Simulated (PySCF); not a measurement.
BrF: frontier orbitals

r²SCAN at R = 1.798 Å; Br pcseg-1, F pcseg-1; no relativity (PySCF 2.14). State: ¹Σ⁺ (singlet), closed shell. Only the outer orbitals are listed, counted within each symmetry.

```tsv
orbital	occ.	ε (eV)	on Br (%)	main shells (%)
8σ	2	-31.88	7	91 F s
9σ	2	-20.73	88	88 Br s
10σ	2	-13.12	36	62 F p, 29 Br p
4π	2	-11.39	20	80 F p, 19 Br p
4π	2	-11.39	20	80 F p, 19 Br p
5π	2	-7.88	81	81 Br p, 19 F p
5π	2	-7.88	81	81 Br p, 19 F p
11σ	0	-4.79	74	68 Br p, 26 F p
12σ	0	8.49	101	95 Br s
6π	0	10.98	96	94 Br d
```

Question: Which are the highest filled and the lowest empty level, where do they sit, and how wide is the gap?

Answer: Highest filled 5π at -7.88 eV (in %: 81 Br p, 19 F p); lowest empty 11σ at -4.79 eV (in %: 68 Br p, 26 F p); the gap at r²SCAN is 3.09 eV.

| Quantity | Value |
| --- | --- |
| bond order (Mayer) | 0.93 |
| ⟨S²⟩ | 0.000 |
| charge on Br (Mulliken, basis-dependent) | 0.33 |
| charge on Br (Löwdin, basis-dependent) | 0.25 |
| dipole moment (positive dipole means Br(−)F(+)) | -1.57 D |

Shares are Mulliken populations and can fall outside 0 to 100 %.
